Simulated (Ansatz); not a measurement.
Steps of a relaxation of Ge$_{2}$H$_{5}$O (`[GeH2][O][GeH3]`) radical with UKS PBE-D4/def2-SVP.

```sh
$ ansatz run in.yaml --threads 4 --pin off --events-out ev --progress --plain --max-ram 10444MiB
```

```yaml
crystal:
  periodic: [false, false, false]
  atoms:
    - {symbol: Ge, position_ang: [-0.623700, 1.324900, -0.883900]}
    - {symbol: O, position_ang: [0.897500, 0.514600, -0.829300]}
    - {symbol: Ge, position_ang: [0.638800, -0.785500, 0.362800]}
    - {symbol: H, position_ang: [-1.714100, 0.406800, -1.358900]}
    - {symbol: H, position_ang: [-1.013800, 1.960600, 0.475700]}
    - {symbol: H, position_ang: [0.311900, -0.160800, 1.754900]}
    - {symbol: H, position_ang: [2.015000, -1.591400, 0.516100]}
    - {symbol: H, position_ang: [-0.419400, -1.726300, -0.093200]}
basis:
  gaussian: {orbitals: def2-SVP}
magnetization: {spin_polarized: true, initial_magnetization: 1}
hamiltonian: {xc: pbe, dispersion: d4}
relax: {f_tol: 0.03, max_steps: 200}
```

Positions (Å) and forces (eV/Å) along the path, 17 of 23 steps:

```xyz
8
step=1 energy=-115128.4239 eV
Ge   -0.624    1.325   -0.884   -1.660    2.878   -0.835
O     0.897    0.515   -0.829    1.735   -0.750   -0.082
Ge    0.639   -0.785    0.363    2.199   -1.119    1.626
H    -1.714    0.407   -1.359   -0.770   -0.787   -0.331
H    -1.014    1.961    0.476    0.036    0.036    0.319
H     0.312   -0.161    1.755   -0.084    0.015   -0.129
H     2.015   -1.591    0.516   -0.530    0.381   -0.153
H    -0.419   -1.726   -0.093   -0.925   -0.654   -0.414
8
step=3 energy=-115128.9096 eV
Ge   -0.671    1.486   -0.994    0.060   -0.069    0.006
O     0.800    0.464   -0.730   -0.151   -0.078    0.158
Ge    0.729   -0.905    0.464   -0.042    0.087   -0.108
H    -1.829    0.538   -1.509    0.043    0.090    0.025
H    -1.058    2.150    0.388   -0.004   -0.017   -0.085
H     0.379   -0.323    1.865    0.004   -0.030   -0.011
H     2.124   -1.571    0.465    0.040    0.012   -0.035
H    -0.381   -1.896   -0.005    0.051    0.007    0.050
8
step=4 energy=-115128.9265 eV
Ge   -0.670    1.504   -1.012   -0.019    0.035   -0.011
O     0.743    0.446   -0.677    0.046   -0.056    0.022
Ge    0.736   -0.937    0.487   -0.039    0.064   -0.033
H    -1.844    0.602   -1.552   -0.016    0.018   -0.007
H    -1.080    2.212    0.334   -0.019    0.019   -0.015
H     0.407   -0.381    1.901    0.008   -0.039    0.024
H     2.153   -1.552    0.428    0.026   -0.007   -0.007
H    -0.354   -1.950    0.035    0.011   -0.034    0.027
8
step=5 energy=-115128.9312 eV
Ge   -0.672    1.521   -1.025   -0.010    0.039   -0.052
O     0.711    0.434   -0.653   -0.029    0.011    0.013
Ge    0.737   -0.951    0.499    0.114   -0.103    0.023
H    -1.862    0.655   -1.585   -0.001   -0.007    0.002
H    -1.101    2.270    0.291    0.002    0.002    0.019
H     0.433   -0.442    1.936   -0.015    0.030    0.014
H     2.170   -1.538    0.408   -0.032    0.024   -0.002
H    -0.323   -2.005    0.073   -0.028    0.004   -0.017
8
step=6 energy=-115128.9332 eV
Ge   -0.675    1.526   -1.044    0.029   -0.056    0.048
O     0.703    0.465   -0.586   -0.020    0.011   -0.002
Ge    0.745   -0.967    0.511   -0.021    0.045   -0.017
H    -1.854    0.625   -1.575    0.003    0.000   -0.003
H    -1.125    2.328    0.235    0.000    0.019   -0.017
H     0.465   -0.494    1.967    0.000   -0.010   -0.002
H     2.172   -1.549    0.374    0.000   -0.007   -0.004
H    -0.338   -1.991    0.063    0.008   -0.003   -0.002
8
step=7 energy=-115128.9331 eV rejected
Ge   -0.687    1.524   -1.065    0.175   -0.118    0.179
O     0.689    0.519   -0.469   -0.113    0.004    0.042
Ge    0.757   -0.991    0.530   -0.181    0.274   -0.111
H    -1.842    0.563   -1.550    0.001    0.026    0.057
H    -1.158    2.458    0.128    0.021   -0.100   -0.136
H     0.509   -0.589    2.018    0.036   -0.074   -0.078
H     2.176   -1.571    0.315    0.008   -0.011    0.012
H    -0.352   -1.970    0.037    0.054   -0.001    0.034
8
step=8 energy=-115128.9357 eV
Ge   -0.678    1.521   -1.053    0.041   -0.060    0.070
O     0.706    0.497   -0.532   -0.034   -0.004    0.027
Ge    0.748   -0.974    0.516   -0.075    0.110   -0.044
H    -1.848    0.584   -1.545    0.008    0.005    0.016
H    -1.139    2.389    0.181    0.012   -0.010   -0.052
H     0.480   -0.538    1.987    0.007   -0.031   -0.025
H     2.169   -1.561    0.350    0.021   -0.014   -0.002
H    -0.346   -1.975    0.041    0.019    0.004    0.009
8
step=11 energy=-115128.9515 eV
Ge   -0.665    1.485   -1.115   -0.032   -0.175    0.484
O     0.724    0.645   -0.287   -0.337   -0.040    0.014
Ge    0.746   -0.984    0.522   -0.033    0.209   -0.018
H    -1.835    0.415   -1.303    0.171    0.128   -0.008
H    -1.177    2.626   -0.110    0.186   -0.211   -0.276
H     0.508   -0.770    2.056    0.015   -0.011   -0.217
H     2.157   -1.573    0.263   -0.019    0.015   -0.001
H    -0.366   -1.901   -0.081    0.049    0.085    0.022
8
step=13 energy=-115129.0117 eV
Ge   -0.676    1.401   -1.113    0.014   -0.015   -0.011
O     0.576    0.700   -0.020   -0.024   -0.029    0.058
Ge    0.749   -1.008    0.545    0.051    0.028   -0.088
H    -1.923    0.430   -1.121    0.006    0.013    0.022
H    -1.044    2.778   -0.448    0.001   -0.007   -0.025
H     0.514   -0.992    2.078   -0.003   -0.021    0.000
H     2.194   -1.464    0.203   -0.048    0.021    0.018
H    -0.299   -1.902   -0.180    0.002    0.010    0.026
8
step=14 energy=-115129.0229 eV
Ge   -0.652    1.371   -1.125    0.035    0.010    0.182
O     0.466    0.718    0.142   -0.036   -0.023   -0.069
Ge    0.749   -1.019    0.562   -0.027    0.093    0.045
H    -1.948    0.468   -1.109   -0.013   -0.008   -0.037
H    -0.993    2.814   -0.595    0.030   -0.047   -0.060
H     0.572   -1.113    2.102    0.021   -0.014   -0.043
H     2.194   -1.390    0.140   -0.006    0.003   -0.006
H    -0.296   -1.906   -0.173   -0.004   -0.014   -0.012
8
step=15 energy=-115129.0232 eV
Ge   -0.652    1.354   -1.102    0.101    0.041    0.105
O     0.403    0.726    0.237   -0.118   -0.033   -0.111
Ge    0.744   -1.022    0.578    0.015    0.070    0.105
H    -1.970    0.479   -1.133    0.029    0.062    0.027
H    -0.951    2.851   -0.690    0.008   -0.189   -0.007
H     0.624   -1.191    2.120    0.006    0.022   -0.112
H     2.186   -1.343    0.099   -0.027    0.022   -0.002
H    -0.292   -1.912   -0.165   -0.015    0.005   -0.005
8
step=18 energy=-115129.0292 eV
Ge   -0.619    1.360   -1.107    0.003    0.004    0.029
O     0.341    0.711    0.281   -0.018    0.007   -0.017
Ge    0.735   -1.025    0.594    0.010   -0.004   -0.003
H    -1.941    0.503   -1.223    0.006   -0.001   -0.007
H    -0.952    2.829   -0.668    0.003   -0.006   -0.005
H     0.690   -1.194    2.132    0.001    0.002   -0.001
H     2.157   -1.311    0.041   -0.002   -0.003    0.000
H    -0.319   -1.931   -0.106   -0.003    0.001    0.004
8
step=19 energy=-115129.0298 eV
Ge   -0.599    1.373   -1.106   -0.009   -0.028    0.072
O     0.314    0.709    0.309   -0.033    0.006   -0.048
Ge    0.728   -1.026    0.603    0.014   -0.002   -0.018
H    -1.904    0.497   -1.294    0.041    0.027   -0.001
H    -0.969    2.827   -0.646   -0.001   -0.014   -0.016
H     0.737   -1.196    2.142    0.002    0.005   -0.013
H     2.132   -1.306   -0.001   -0.026   -0.003    0.012
H    -0.347   -1.935   -0.062    0.013    0.009    0.011
8
step=20 energy=-115129.0303 eV
Ge   -0.590    1.379   -1.103   -0.013   -0.039    0.045
O     0.296    0.705    0.323   -0.025    0.014   -0.037
Ge    0.725   -1.027    0.607    0.012   -0.016   -0.019
H    -1.884    0.498   -1.332    0.043    0.030    0.005
H    -0.977    2.826   -0.637   -0.006   -0.004   -0.009
H     0.763   -1.195    2.146    0.000    0.002   -0.009
H     2.119   -1.303   -0.022   -0.027    0.000    0.011
H    -0.359   -1.941   -0.038    0.016    0.012    0.013
8
step=21 energy=-115129.0308 eV
Ge   -0.573    1.391   -1.097   -0.028   -0.021    0.006
O     0.278    0.703    0.342   -0.010    0.017   -0.014
Ge    0.720   -1.028    0.611    0.004   -0.029    0.002
H    -1.845    0.495   -1.385    0.037    0.025    0.009
H    -1.002    2.824   -0.622    0.002   -0.011   -0.002
H     0.798   -1.192    2.149    0.002    0.002   -0.014
H     2.096   -1.306   -0.054   -0.020    0.006    0.008
H    -0.380   -1.944   -0.001    0.013    0.012    0.006
8
step=22 energy=-115129.0310 eV
Ge   -0.559    1.400   -1.094   -0.022   -0.029    0.010
O     0.258    0.700    0.359   -0.002    0.005   -0.007
Ge    0.713   -1.030    0.618    0.011   -0.002   -0.002
H    -1.811    0.495   -1.431    0.028    0.018    0.005
H    -1.017    2.819   -0.608   -0.002    0.006   -0.003
H     0.834   -1.191    2.153   -0.008   -0.002   -0.021
H     2.073   -1.302   -0.082   -0.013    0.000    0.006
H    -0.398   -1.948    0.029    0.009    0.004    0.012
8
step=23 energy=-115129.0311 eV
Ge   -0.553    1.406   -1.089    0.005   -0.009   -0.003
O     0.252    0.702    0.368   -0.005   -0.006   -0.005
Ge    0.711   -1.029    0.619   -0.002    0.004    0.014
H    -1.787    0.489   -1.457    0.011    0.016    0.012
H    -1.030    2.818   -0.601   -0.006   -0.012   -0.001
H     0.848   -1.192    2.152    0.003    0.004   -0.016
H     2.060   -1.304   -0.099   -0.009    0.001    0.004
H    -0.409   -1.948    0.051    0.003    0.002   -0.005
```

Run time 27 s (4 threads of an Arm Neoverse V2 on a shared host); peak host memory 0.18 GiB.
